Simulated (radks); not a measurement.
Task: Neutral chromium is in [Ar] 3d(3/2: 4, 5/2: 0) 4s2. Method: Dirac Kohn-Sham, PBE, spin-unpolarised, spherical densities, finite nucleus; Fermi nuclear charge, rms radius of each element as measured or else 0.836 A^(1/3) + 0.57 fm; computed with a radial shooting solver on a logarithmic mesh with Libxc functionals. Sub-shells are occupied by j as written (lower j first in brackets). One electron is removed from 3d3/2, 4s1/2, 3p3/2, 3p1/2 in turn, with full relaxation. Which removal costs least, and what does each cost?

Result: 4s1/2 8.082 eV; 3d3/2 12.141 eV; 3p3/2 56.016 eV; 3p1/2 57.088 eV. The 4s1/2 electron leaves first. A further rearrangement lowers the ion to [Ar] 3d(3/2: 4, 5/2: 1), 7.055 eV above the parent.
